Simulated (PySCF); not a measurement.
Structure revision by computed shifts

A compound C$_{4}$F$_{8}$ gives the data below (simulated from a calculation) and was assigned the structure `FC(F)=C(F)C(F)(F)C(F)(F)F`.

¹³C{¹H} NMR (computed): δ 115.8 (C, m, 4C).

PySCF calculation with shieldings: GIAO PBE0/pcSseg-1, B3LYP/pcJ-1 coupling constants and PBE0-D3(BJ)/def2-SVP structure; no solvent, single conformer, equivalent nuclei averaged, no relativistic terms.

Chemical shifts δ = σref − σ; ¹³C (σref 184.41) vs TMS, all at this level.

Task: Compare with the shifts computed for the proposed structure, pairing carbons in order of shift.

Result: Mapped SMILES: `[F:1][C:2]([F:3])=[C:4]([F:5])[C:6]([F:7])([F:8])[C:9]([F:10])([F:11])[F:12]`.

```csv
atom,computed for proposal,given list,difference
C2,165.2,115.8,+49.4
C4,126.6,115.8,+10.8
C9,124.1,115.8,+8.3
C6,112.5,115.8,-3.3
```

The rms difference is 25.7 ppm and the largest +49.4 ppm at C2 (fully substituted alkene carbon). The proposal also would give 4 carbon signals, not 1. The proposal doesn't fit.

Task: Which isomer fits?

Result: `FC1(F)C(F)(F)C(F)(F)C1(F)F`.

- Carbon types of the structure: 4 × C.
- δC 115.8: fully substituted sp3 carbon bonded to 2 F; 2 electronegative neighbours deshield it.

This is the structure that produced the data.

Common functionals overestimate the size of one-bond C–F couplings by tens of Hz; these are unscaled. Shifts are as computed. Against solution values, carbons near 30 ppm lie about +2 ppm off and those near 130 ppm about +5 ppm (rms about the fit 1.9 ppm; single classes can miss by 10 ppm). Of 1328 compounds with measured shifts, 309 miss one by over three times the rms of a fit or turn the order of signals round; such compounds aren't used in these exercises. Signals without a measured value on file couldn't be tested in this way; 1H shifts scatter by 0.2 ppm about their fit, and single ones miss by 0.5 ppm.
